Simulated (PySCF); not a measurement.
Ga(F) cation (FGa), SMILES [F][Ga] (connectivity only; charge and spin as stated), charge +1, multiplicity 2. Geometry optimised at PBE-D3(BJ)/def2-TZVPD. The spin state was assumed, not searched.

Calculation: PBE-D3(BJ)/def2-TZVPD (PySCF 2.14.0).

Harmonic wavenumbers (cm⁻¹): 662. Rotational constants (GHz): 11.26 (linear); symmetry number 1.

Q: Work out the zero-point energy and the ideal-gas rigid-rotor harmonic-oscillator thermochemistry at 298.15 K and 1 atm.

A: ZPE = ½ Σ hcν = ½ × 662 cm⁻¹ = 3.96 kJ/mol. H − E(el) = 12.98 kJ/mol. Entropy in J/(mol K): translation 164.69, rotation 60.80, vibration 1.48, spin 5.76, total 232.73. G − E(el) = -56.41 kJ/mol. Cp = 32.88 J/(mol K).
